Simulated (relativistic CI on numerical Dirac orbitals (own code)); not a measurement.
# Calculated levels, Yb³³⁺

Method of calculation: Dirac-Coulomb-Breit CI, KLI orbitals optimised for each configuration, model QED (radiative potential, 1s self-energy scaled to tabulated hydrogen-like ionisation energies), unscaled Slater integrals (own radial code, finite nucleus).

Configurations in the expansion (outside the closed core [Ar] 3d10): 4s2 4p6 4d, 4s2 4p6 4f, 4s2 4p5 4d2, 4s 4p6 4d2, 4s2 4p5 4d 4f, 4s 4p6 4d 4f, 4s2 4p6 5s, 4s2 4p6 5p, 4s2 4p6 5d, 4s2 4p5 4d 5s, 4p6 4d2 4f, 4s2 4p6 5f, 4s2 4p5 4d 5p, 4s 4p6 4f 5s, 4s2 4p6 5g, 4s 4p6 4d 5s, 4s2 4p5 4d 5d, 4s2 4p6 6s, 4p6 4d3, 4p5 4d4, 4p5 4d3 4f, 4p6 4d 4f2, 4p6 4f3, 4p5 4d2 4f2, 4p5 4d 4f3, 4p6 4f2 5s, 4s 4p6 4f2, 4s 4p5 4f3, 4s 4p6 4f 5p, 4s 4p5 4f2 5p, 4p6 4f2 5p. Double excitations out of closed p, d and f shells are left out; levels of such configurations are missing from the list, as are those of other unlisted configurations, and high levels can miss mixing partners. These lack a partner that the ground configuration has and come out too high: 4s2 4p5 4d 5s, 4s2 4p5 4d 5p, 4s2 4p5 4d 5d, 4s2 4p6 5d, 4s2 4p6 5f.

The lowest level is 4s2 4p6 4d 2D_3/2, with 99 % of that term; Hund's rules for 4s2 4p6 4d give 2D with J = 3/2, in agreement.

| No. | Configuration | Term | J | E (cm⁻¹) | % | Next component (%) | Lifetime (s) | jj configuration (%) |
| --- | --- | --- | --- | --- | --- | --- | --- | --- |
| 1 | 4s2 4p6 4d | 2D | 3/2 | 0 | 99 |  |  | 4d3/2 (99) |
| 2 | 4s2 4p6 4d | 2D | 5/2 | 112775 | 99 |  | 6.49e-05 | 4d5/2 (99) |
| 3 | 4s2 4p5 4d2 | 4D° | 1/2 | 1109570 | 89 | 10 2P° | 5.96e-10 | 4p3/2^3 4d3/2^2 (86) |
| 4 | 4s2 4p5 4d2 | 4D° | 3/2 | 1111332 | 51 | 22 4F° | 1.36e-09 | 4p3/2^3 4d3/2^2 (94) |
| 5 | 4s2 4p5 4d2 | 4F° | 5/2 | 1136204 | 38 | 20 2D° | 7.40e-10 | 4p3/2^3 4d3/2^2 (91) |
| 6 | 4s2 4p5 4d2 | 4G° | 7/2 | 1150960 | 36 | 29 2G° | 2.89e-08 | 4p3/2^3 4d3/2^2 (96) |
| 7 | 4s2 4p5 4d2 | 4P° | 3/2 | 1201914 | 33 | 21 2P° | 1.11e-09 | 4p3/2^3 4d3/2^2 (88) |
| 8 | 4s2 4p5 4d2 | 4D° | 5/2 | 1205967 | 47 | 24 4P° | 1.07e-08 | 4p3/2^3 4d3/2 4d5/2 (96) |
| 9 | 4s2 4p5 4d2 | 4G° | 9/2 | 1228228 | 72 | 15 2G° | 9.77e-05 | 4p3/2^3 4d3/2 4d5/2 (99) |
| 10 | 4s2 4p5 4d2 | 4D° | 7/2 | 1229036 | 47 | 33 4F° | 4.09e-10 | 4p3/2^3 4d3/2 4d5/2 (90) |
| 11 | 4s2 4p5 4d2 | 2D° | 3/2 | 1246365 | 38 | 37 4D° | 1.40e-10 | 4p3/2^3 4d3/2 4d5/2 (89) |
| 12 | 4s2 4p5 4d2 | 4P° | 5/2 | 1249768 | 42 | 34 2F° | 7.96e-10 | 4p3/2^3 4d3/2 4d5/2 (95) |
| 13 | 4s2 4p5 4d2 | 4G° | 11/2 | 1257109 | 51 | 48 2H° | 3.34e-03 | 4p3/2^3 4d3/2 4d5/2 (89) |
| 14 | 4s2 4p5 4d2 | 2G° | 7/2 | 1268011 | 45 | 30 2F° | 4.22e-06 | 4p3/2^3 4d3/2 4d5/2 (98) |
| 15 | 4s2 4p5 4d2 | 4P° | 1/2 | 1282050 | 36 | 26 2S° | 2.28e-08 | 4p3/2^3 4d3/2 4d5/2 (97) |
| 16 | 4s2 4p5 4d2 | 2F° | 7/2 | 1299538 | 39 | 31 4D° | 4.94e-09 | 4p3/2^3 4d3/2 4d5/2 (94) |
| 17 | 4s2 4p5 4d2 | 2D° | 5/2 | 1304099 | 39 | 38 4D° | 9.65e-11 | 4p3/2^3 4d3/2 4d5/2 (93) |
| 18 | 4s2 4p5 4d2 | 2D° | 3/2 | 1313923 | 31 | 27 4S° | 2.42e-09 | 4p3/2^3 4d3/2 4d5/2 (94) |
| 19 | 4s2 4p5 4d2 | 2G° | 9/2 | 1317596 | 51 | 33 4F° | 1.87e-04 | 4p3/2^3 4d3/2 4d5/2 (87) |
| 20 | 4s2 4p5 4d2 | 2H° | 11/2 | 1347754 | 51 | 48 4G° | 4.58e-05 | 4p3/2^3 4d5/2^2 (89) |
| 21 | 4s2 4p5 4d2 | 2F° | 5/2 | 1352514 | 52 | 29 4s2 4p6 4f 2F° | 6.61e-12 | 4p3/2^3 4d3/2 4d5/2 (57) |
| 22 | 4s2 4p5 4d2 | 2D° | 5/2 | 1363555 | 52 | 18 2F° | 6.91e-10 | 4p3/2^3 4d5/2^2 (94) |
| 23 | 4s2 4p5 4d2 | 2F° | 7/2 | 1367498 | 43 | 34 4D° | 4.01e-11 | 4p3/2^3 4d5/2^2 (83) |
| 24 | 4s2 4p5 4d2 | 2G° | 9/2 | 1386065 | 52 | 30 4F° | 2.62e-05 | 4p3/2^3 4d5/2^2 (86) |
| 25 | 4s2 4p5 4d2 | 4F° | 3/2 | 1388733 | 34 | 33 2D° | 2.80e-12 | 4p3/2^3 4d3/2 4d5/2 (80) |
| 26 | 4s2 4p5 4d2 | 2P° | 1/2 | 1401938 | 64 | 16 2S° | 2.30e-11 | 4p3/2^3 4d5/2^2 (91) |
| 27 | 4s2 4p5 4d2 | 2F° | 7/2 | 1454036 | 38 | 26 4D° | 2.80e-11 | 4p3/2^3 4d5/2^2 (79) |
| 28 | 4s2 4p5 4d2 | 2P° | 1/2 | 1461755 | 52 | 31 4D° | 1.64e-12 | 4p3/2^3 4d3/2 4d5/2 (72) |
| 29 | 4s2 4p5 4d2 | 2P° | 3/2 | 1484947 | 62 | 23 2D° | 6.02e-10 | 4p3/2^3 4d5/2^2 (97) |
| 30 | 4s2 4p5 4d2 | 2P° | 3/2 | 1541611 | 39 | 22 4S° | 2.09e-12 | 4p3/2^3 4d5/2^2 (79) |

Energies count from the lowest computed level; ° marks odd parity; lifetimes are radiative, by E1, M1, E2, M2, E3 decay to levels of this space only. Filled j subshells are mostly left out of the jj labels.

The mean weight of the leading LS term, summed over parents, in these 30 levels is 51 %, and that of the leading jj configuration (from the same eigenvectors) 89 %, so jj coupling describes them better and the LS labels are nominal.

At this charge energies of transitions that change n are usually good to better than 1 %, and those within a shell (Δn = 0) to a few per cent.

LS names give the leading component of a level, which can be under half, so a name can repeat, a term be missing and a line seem to break the LS rules.
